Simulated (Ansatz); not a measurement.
Ansatz (a program for electronic structure) input (HF/6-31G*):

Ansatz 0.2 input:
```yaml
crystal:
  periodic: [false, false, false]
  atoms:
    - {symbol: C, position_ang: [-1.74987658, -0.51158948, 0.16897224]}
    - {symbol: C, position_ang: [-0.56665783, 0.38623500, 0.42461188]}
    - {symbol: Si, position_ang: [1.14274405, 0.11602238, -0.25618718]}
    - {symbol: H, position_ang: [-2.55501466, 0.03232137, -0.32125366]}
    - {symbol: H, position_ang: [-2.15323779, -0.90227823, 1.10111457]}
    - {symbol: H, position_ang: [-1.49928690, -1.36013704, -0.45945423]}
    - {symbol: H, position_ang: [-0.76174078, 1.24354385, 1.05074812]}
    - {symbol: H, position_ang: [1.68593485, -1.19300775, 0.17054460]}
    - {symbol: H, position_ang: [2.04654480, 1.18271701, 0.21980560]}
    - {symbol: H, position_ang: [1.13759032, 0.12465429, -1.73638924]}
basis:
  gaussian:
    orbitals: 6-31G*
hamiltonian:
  xc: {name: HF}
magnetization: {spin_polarized: true, initial_magnetization: 1}
phonons: {temperatures: {t_min: 298.15, t_max: 298.15, t_step: 100}}
```

Output:

```
Functional definition: HF
integrals: 0.01 GiB planned
740 factors; integrals over basis functions are off by at most 7.8e-4 eV
mean field: 0.20 GiB planned
mean field evaluation 1: about -10030.3685 eV, gradient 1.5e1 eV
mean field evaluation 2: about -10030.4232 eV, gradient 1.5e1 eV
mean field evaluation 4: about -10032.2533 eV, gradient 2.1e0 eV
mean field evaluation 8: about -10032.2978 eV, gradient 2.1e-1 eV
mean field -10032.29874358 eV, -368.6801786904 hartree, gradient 6.0e-5 eV, S^2 0.762170; 0 other end points of the search recorded, 0 dependent functions left out
the calculation of the forces begins
reference -10032.29874358 eV, -368.6801786904 hartree; 17, 16 occupied and 46, 47 virtual orbitals, 740 factors
these checks for a lower state are left out or cut short: stability, starts, cluster_reference, orbital_swaps, neighbouring_geometries, increment
integrals: 0.01 GiB planned
740 factors; integrals over basis functions are off by at most 7.8e-4 eV
mean field: 0.20 GiB planned
mean field evaluation 16: about -10032.2986 eV, gradient 6.4e-5 eV
mean field -10032.29857444 eV, -368.6801724744 hartree, gradient 1.4e-6 eV, S^2 0.762168; 0 other end points of the search recorded, 0 dependent functions left out
the calculation of the forces begins
reference -10032.29857444 eV, -368.6801724744 hartree; 17, 16 occupied and 46, 47 virtual orbitals, 740 factors
these checks for a lower state are left out or cut short: stability, starts, cluster_reference, orbital_swaps, neighbouring_geometries, increment
integrals: 0.01 GiB planned
740 factors; integrals over basis functions are off by at most 7.8e-4 eV
mean field: 0.20 GiB planned
mean field -10032.29857423 eV, -368.6801724667 hartree, gradient 1.4e-6 eV, S^2 0.762174; 0 other end points of the search recorded, 0 dependent functions left out
the calculation of the forces begins
reference -10032.29857423 eV, -368.6801724667 hartree; 17, 16 occupied and 46, 47 virtual orbitals, 740 factors
these checks for a lower state are left out or cut short: stability, starts, cluster_reference, orbital_swaps, neighbouring_geometries, increment
integrals: 0.01 GiB planned
740 factors; integrals over basis functions are off by at most 7.8e-4 eV
mean field: 0.20 GiB planned
mean field -10032.29855989 eV, -368.6801719397 hartree, gradient 2.5e-6 eV, S^2 0.762158; 0 other end points of the search recorded, 0 dependent functions left out
the calculation of the forces begins
reference -10032.29855989 eV, -368.6801719397 hartree; 17, 16 occupied and 46, 47 virtual orbitals, 740 factors
these checks for a lower state are left out or cut short: stability, starts, cluster_reference, orbital_swaps, neighbouring_geometries, increment
integrals: 0.01 GiB planned
740 factors; integrals over basis functions are off by at most 7.8e-4 eV
mean field: 0.20 GiB planned
mean field evaluation 32: about -10032.2334 eV, gradient 2.1e-1 eV
mean field -10032.29856453 eV, -368.6801721103 hartree, gradient 2.5e-6 eV, S^2 0.762184; 0 other end points of the search recorded, 0 dependent functions left out
the calculation of the forces begins
reference -10032.29856453 eV, -368.6801721103 hartree; 17, 16 occupied and 46, 47 virtual orbitals, 740 factors
these checks for a lower state are left out or cut short: stability, starts, cluster_reference, orbital_swaps, neighbouring_geometries, increment
integrals: 0.01 GiB planned
740 factors; integrals over basis functions are off by at most 7.8e-4 eV
mean field: 0.20 GiB planned
mean field -10032.29856011 eV, -368.6801719480 hartree, gradient 2.9e-6 eV, S^2 0.762163; 0 other end points of the search recorded, 0 dependent functions left out
the calculation of the forces begins
reference -10032.29856011 eV, -368.6801719480 hartree; 17, 16 occupied and 46, 47 virtual orbitals, 740 factors
these checks for a lower state are left out or cut short: stability, starts, cluster_reference, orbital_swaps, neighbouring_geometries, increment
integrals: 0.01 GiB planned
740 factors; integrals over basis functions are off by at most 7.8e-4 eV
mean field: 0.20 GiB planned
mean field -10032.29856383 eV, -368.6801720847 hartree, gradient 2.9e-6 eV, S^2 0.762178; 0 other end points of the search recorded, 0 dependent functions left out
the calculation of the forces begins
reference -10032.29856383 eV, -368.6801720847 hartree; 17, 16 occupied and 46, 47 virtual orbitals, 740 factors
these checks for a lower state are left out or cut short: stability, starts, cluster_reference, orbital_swaps, neighbouring_geometries, increment
integrals: 0.01 GiB planned
740 factors; integrals over basis functions are off by at most 7.8e-4 eV
mean field: 0.20 GiB planned
mean field -10032.29859781 eV, -368.6801733331 hartree, gradient 2.6e-6 eV, S^2 0.762161; 0 other end points of the search recorded, 0 dependent functions left out
[...]
reference -10032.29873188 eV, -368.6801782603 hartree; 17, 16 occupied and 46, 47 virtual orbitals, 740 factors
these checks for a lower state are left out or cut short: stability, starts, cluster_reference, orbital_swaps, neighbouring_geometries, increment
integrals: 0.01 GiB planned
740 factors; integrals over basis functions are off by at most 7.8e-4 eV
mean field: 0.20 GiB planned
mean field -10032.29871383 eV, -368.6801775969 hartree, gradient 1.0e-6 eV, S^2 0.762172; 0 other end points of the search recorded, 0 dependent functions left out
the calculation of the forces begins
reference -10032.29871383 eV, -368.6801775969 hartree; 17, 16 occupied and 46, 47 virtual orbitals, 740 factors
these checks for a lower state are left out or cut short: stability, starts, cluster_reference, orbital_swaps, neighbouring_geometries, increment
integrals: 0.01 GiB planned
740 factors; integrals over basis functions are off by at most 7.8e-4 eV
mean field: 0.20 GiB planned
mean field -10032.29871623 eV, -368.6801776852 hartree, gradient 2.9e-6 eV, S^2 0.762169; 0 other end points of the search recorded, 0 dependent functions left out
the calculation of the forces begins
reference -10032.29871623 eV, -368.6801776852 hartree; 17, 16 occupied and 46, 47 virtual orbitals, 740 factors
these checks for a lower state are left out or cut short: stability, starts, cluster_reference, orbital_swaps, neighbouring_geometries, increment
integrals: 0.01 GiB planned
740 factors; integrals over basis functions are off by at most 7.8e-4 eV
mean field: 0.20 GiB planned
mean field -10032.29870758 eV, -368.6801773671 hartree, gradient 1.3e-6 eV, S^2 0.762170; 0 other end points of the search recorded, 0 dependent functions left out
the calculation of the forces begins
reference -10032.29870758 eV, -368.6801773671 hartree; 17, 16 occupied and 46, 47 virtual orbitals, 740 factors
these checks for a lower state are left out or cut short: stability, starts, cluster_reference, orbital_swaps, neighbouring_geometries, increment
integrals: 0.01 GiB planned
740 factors; integrals over basis functions are off by at most 7.8e-4 eV
mean field: 0.20 GiB planned
mean field evaluation 320: about -10032.2336 eV, gradient 1.8e-1 eV
mean field -10032.29870635 eV, -368.6801773221 hartree, gradient 1.5e-6 eV, S^2 0.762171; 0 other end points of the search recorded, 0 dependent functions left out
the calculation of the forces begins
reference -10032.29870635 eV, -368.6801773221 hartree; 17, 16 occupied and 46, 47 virtual orbitals, 740 factors
these checks for a lower state are left out or cut short: stability, starts, cluster_reference, orbital_swaps, neighbouring_geometries, increment
integrals: 0.01 GiB planned
740 factors; integrals over basis functions are off by at most 7.8e-4 eV
mean field: 0.20 GiB planned
mean field -10032.29873090 eV, -368.6801782242 hartree, gradient 1.7e-6 eV, S^2 0.762170; 0 other end points of the search recorded, 0 dependent functions left out
the calculation of the forces begins
reference -10032.29873090 eV, -368.6801782242 hartree; 17, 16 occupied and 46, 47 virtual orbitals, 740 factors
these checks for a lower state are left out or cut short: stability, starts, cluster_reference, orbital_swaps, neighbouring_geometries, increment
integrals: 0.01 GiB planned
740 factors; integrals over basis functions are off by at most 7.8e-4 eV
mean field: 0.20 GiB planned
mean field -10032.29872958 eV, -368.6801781756 hartree, gradient 1.8e-6 eV, S^2 0.762171; 0 other end points of the search recorded, 0 dependent functions left out
the calculation of the forces begins
reference -10032.29872958 eV, -368.6801781756 hartree; 17, 16 occupied and 46, 47 virtual orbitals, 740 factors
these checks for a lower state are left out or cut short: stability, starts, cluster_reference, orbital_swaps, neighbouring_geometries, increment
integrals: 0.01 GiB planned
740 factors; integrals over basis functions are off by at most 7.8e-4 eV
mean field: 0.20 GiB planned
mean field -10032.29873620 eV, -368.6801784190 hartree, gradient 2.8e-6 eV, S^2 0.762170; 0 other end points of the search recorded, 0 dependent functions left out
the calculation of the forces begins
reference -10032.29873620 eV, -368.6801784190 hartree; 17, 16 occupied and 46, 47 virtual orbitals, 740 factors
these checks for a lower state are left out or cut short: stability, starts, cluster_reference, orbital_swaps, neighbouring_geometries, increment
integrals: 0.01 GiB planned
740 factors; integrals over basis functions are off by at most 7.8e-4 eV
mean field: 0.20 GiB planned
mean field -10032.29873568 eV, -368.6801783999 hartree, gradient 2.7e-6 eV, S^2 0.762171; 0 other end points of the search recorded, 0 dependent functions left out
the calculation of the forces begins
reference -10032.29873568 eV, -368.6801783999 hartree; 17, 16 occupied and 46, 47 virtual orbitals, 740 factors
these checks for a lower state are left out or cut short: stability, starts, cluster_reference, orbital_swaps, neighbouring_geometries, increment
integrals: 0.01 GiB planned
740 factors; integrals over basis functions are off by at most 7.8e-4 eV
mean field: 0.20 GiB planned
mean field evaluation 352: about -10032.2987 eV, gradient 3.8e-6 eV
mean field -10032.29873554 eV, -368.6801783949 hartree, gradient 1.5e-6 eV, S^2 0.762170; 0 other end points of the search recorded, 0 dependent functions left out
the calculation of the forces begins
reference -10032.29873554 eV, -368.6801783949 hartree; 17, 16 occupied and 46, 47 virtual orbitals, 740 factors
these checks for a lower state are left out or cut short: stability, starts, cluster_reference, orbital_swaps, neighbouring_geometries, increment
integrals: 0.01 GiB planned
740 factors; integrals over basis functions are off by at most 7.8e-4 eV
mean field: 0.20 GiB planned
mean field -10032.29873666 eV, -368.6801784360 hartree, gradient 1.5e-6 eV, S^2 0.762171; 0 other end points of the search recorded, 0 dependent functions left out
the calculation of the forces begins
reference -10032.29873666 eV, -368.6801784360 hartree; 17, 16 occupied and 46, 47 virtual orbitals, 740 factors
these checks for a lower state are left out or cut short: stability, starts, cluster_reference, orbital_swaps, neighbouring_geometries, increment
integrals: 0.01 GiB planned
740 factors; integrals over basis functions are off by at most 7.8e-4 eV
mean field: 0.20 GiB planned
mean field -10032.29868119 eV, -368.6801763974 hartree, gradient 1.3e-6 eV, S^2 0.762168; 0 other end points of the search recorded, 0 dependent functions left out
the calculation of the forces begins
reference -10032.29868119 eV, -368.6801763974 hartree; 17, 16 occupied and 46, 47 virtual orbitals, 740 factors
these checks for a lower state are left out or cut short: stability, starts, cluster_reference, orbital_swaps, neighbouring_geometries, increment
integrals: 0.01 GiB planned
740 factors; integrals over basis functions are off by at most 7.8e-4 eV
mean field: 0.20 GiB planned
mean field -10032.29868204 eV, -368.6801764287 hartree, gradient 1.2e-6 eV, S^2 0.762173; 0 other end points of the search recorded, 0 dependent functions left out
the calculation of the forces begins
reference -10032.29868204 eV, -368.6801764287 hartree; 17, 16 occupied and 46, 47 virtual orbitals, 740 factors
Total energy: -10032.29874358 eV, -368.6801786904 hartree
Atom 0 at    -1.749877    -0.511589     0.168972 Å, force     0.000008    -0.001009    -0.000647 eV/Å
Atom 1 at    -0.566658     0.386235     0.424612 Å, force    -0.001357     0.000546     0.000811 eV/Å
Atom 2 at     1.142744     0.116022    -0.256187 Å, force    -0.000135    -0.000470    -0.000271 eV/Å
Atom 3 at    -2.555015     0.032321    -0.321254 Å, force     0.000244    -0.000059     0.000259 eV/Å
Atom 4 at    -2.153238    -0.902278     1.101115 Å, force     0.000086     0.000304    -0.000264 eV/Å
Atom 5 at    -1.499287    -1.360137    -0.459454 Å, force     0.000370     0.000331     0.000116 eV/Å
Atom 6 at    -0.761741     1.243544     1.050748 Å, force     0.001060     0.000500     0.000033 eV/Å
Atom 7 at     1.685935    -1.193008     0.170545 Å, force     0.000112    -0.000140    -0.000226 eV/Å
Atom 8 at     2.046545     1.182717     0.219806 Å, force    -0.000491     0.000221     0.000270 eV/Å
Atom 9 at     1.137590     0.124654    -1.736389 Å, force     0.000103    -0.000224    -0.000080 eV/Å
Dipole moment:    -0.181574     0.016430     0.063182 e Å
Vibrations: 3.80 82.76 256.46 471.19 653.62 694.80 765.88 1029.98 1039.38 1056.34 1070.19 1074.38 1175.02 1426.27 1557.90 1628.73 1636.67 2343.12 2357.49 2375.70 3176.64 3221.08 3253.02 3311.56 cm⁻¹, zero-point energy 2.210761 eV
```

The blocks after the first are displaced geometries, from whose forces the wavenumbers follow.
